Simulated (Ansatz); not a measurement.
System: C$_{2}$H$_{2}$O, net charge 0, singlet state. 
Coordinates optimised at B3LYP-D3(BJ)/def2-TZVP (Ansatz, a first-principles code):
SMILES: C#CO
```xyz
5

C      1.3080    -0.1153    -0.1364
C      0.1216    -0.0059    -0.0156
O     -1.1689     0.1846     0.0722
H      2.3584    -0.2191    -0.2392
H     -1.5848    -0.5301     0.5735
```

Wanted: atomisation energy (electronic, to ground-state atoms), in kcal/mol. Valence correlation only, unless marked. Open shells are spin-unrestricted. No spin-orbit coupling. No relativistic terms. The coupled-cluster limit lacks core correlation, which all-electron functionals hold. Basis-set limits of correlation are two-point, X^-3; Hartree-Fock from the larger set.

| level | program | atomisation energy (kcal/mol) |
|---|---|---|
| BLYP-D3(BJ)/def2-TZVPD | Ansatz + dftd3 | 503.7 |
| r2SCAN-D3(BJ)/def2-TZVPD | Ansatz + dftd3 | 498.8 |

Task: What does CCSD(T)/CBS(cc-pVTZ,cc-pVQZ) (Ansatz) give?

Result: 497.3 kcal/mol, so r2SCAN-D3(BJ)/def2-TZVPD differs from it by 1.5 kcal/mol.
